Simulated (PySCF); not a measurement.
How methods differ on the excitation energy of Al

Al [Ne] 3s2 3p1 (2P) → Al [Ne] 3s2 4s1 (2S), as a difference of total energies. Computed with PySCF 2.14 in dyall-av3z (19s12p3d2f, 84 functions), with the non-relativistic Hamiltonian (point nucleus). Correlated levels: valence: [Ne] frozen; virtual orbitals above 40 to 60 times the deepest correlated orbital energy dropped. The calculations carry no spin-orbit coupling.

```
           method  excitation energy (eV)  error (eV)
              UHF                   2.987      -0.146
    MP2 (valence)                   3.073      -0.060
SCS-MP2 (valence)                   3.075      -0.058
   CCSD (valence)                   3.140      +0.007
CCSD(T) (valence)                   3.150      +0.017
```

Reference: 3.133 eV (measured; NIST levels, between the centres of gravity of the two terms).

Errors of the correlated levels include the incompleteness of this basis and the frozen core.
